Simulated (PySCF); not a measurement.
Calcium: a sound run and one with changed settings

Sound run: Ca [Ar] 4s2, Ca⁺ [Ar] 4s1. Calculation: PySCF 2.14, in def2-SVP; the non-relativistic Hamiltonian (point nucleus). The sound run starts from symmetry-adapted Hartree-Fock orbitals and uses a fine grid where one is needed.

Changed run: radial step 0.5 in ln r (0.13 in the sound run). This setting is unsound on purpose.

```tsv
species	method	sound run (hartree)	changed run (hartree)	converged
Ca	UHF	-676.66070	-676.66070	yes
Ca	MN15	-677.40675	-677.46777	yes
Ca	TPSS	-677.48346	-677.46229	yes
Ca⁺	UHF	-676.47206	-676.47206	yes
Ca⁺	MN15	-677.17508	-677.24105	yes
Ca⁺	TPSS	-677.26159	-677.23987	yes
```

Ionisation energy of Ca:

| method | sound run (eV) | changed run (eV) |
| --- | --- | --- |
| UHF | 5.133 | 5.133 |
| MN15 | 6.304 | 6.169 |
| TPSS | 6.038 | 6.053 |

A coarse radial grid mis-integrates the density and the exchange-correlation energy, with errors of either sign; Hartree-Fock needs no grid.

For comparison, NIST gives 6.113 eV between the lowest levels.
